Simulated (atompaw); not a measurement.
What one change does to a pseudopotential (Hf (Z = 72), PAW (atompaw))

hafnium (Hf), PAW, made with atompaw 4.2.0.5 (LDA (PW92), scalar-relativistic). Core [Kr] 4d10 4f14 5s2, reference 5p6 5d2 6s2 6p0. Waves: 6s (bound): rc 3.00 bohr; 6s channel at 2.7 Ry: rc 3.00 bohr; 5p (bound): rc 2.10 bohr; 6p (bound, empty): rc 1.85 bohr; 5d (bound): rc 3.00 bohr; 5d channel at 1.9 Ry: rc 3.00 bohr. Local part: bessel scheme, radius 2.80 bohr. Core correction: smooth core density matched at 1.75 bohr. Augmentation charge: besselshape compensation charge, radius 2.25 bohr; PAW radius 3.00 bohr; waves and projectors: custom rrkj gramschmidtortho.

All-electron outer shells of the reference configuration (LDA (PW92), scalar-relativistic, ld1.x):

```csv
shell,level (eV),outermost node (bohr),outermost maximum (bohr)
5s,-67.18,0.55,1.01
5p,-35.71,0.60,1.16
4f,-17.03,–,0.45
6s,-5.26,1.37,2.89
5d,-2.87,0.67,1.71
6p,-1.47,1.66,4.05
```

Change: local potential troulliermartins scheme with l = 3 at 0 Ry, radius 2.80 bohr.

Cutoffs: the cutoffs (Ry, on a coarse ladder) from which the occupation-weighted sum of valence levels, in a spherical-Bessel basis at the reference potential, stays within 10 and 1 mRy of its value at 400 Ry; they do not see the model core or the augmentation charge, which bear on the density cutoff.

What does the change do?

The potential gets neither clearly harder nor softer (18 Ry and 30 Ry → 18 Ry and 30 Ry); a bound ghost appears in s, which as a rule spoils a file. A state that the projectors do not describe sees the local part alone, so a deeper or shallower local part can create or remove a ghost.

| quantity | base | changed |
| --- | --- | --- |
| cutoff, loose | 18 Ry | 18 Ry |
| cutoff, tight | 30 Ry | 30 Ry |
| loose cutoff by channel (10 mRy a level) | s 6 Ry, p 15 Ry, d 8 Ry | s 6 Ry, p 15 Ry, d 10 Ry |
| bound ghosts | none | s |
| s: phases at 3.00 bohr within 0.05 rad from the reference energy up to (Ry; the scan ends near 5) | n/a | n/a |
| p: phases at 3.00 bohr within 0.05 rad from the reference energy up to (Ry; the scan ends near 5) | to the end of the scan | 4.6 |
| d: phases at 3.00 bohr within 0.05 rad from the reference energy up to (Ry; the scan ends near 5) | to the end of the scan | to the end of the scan |
| lowest overlap eigenvalue by channel | s 0.69, p 0.29, d 0.87 | s 0.29, p 0.49, d 0.80 |

 A true bound ghost makes a file unfit for plane-wave use even where its test errors are small: the radial tests pick states by their node count and pass the ghost by. The cutoffs see the waves, projectors and local potential, not the compensation charge or the core.
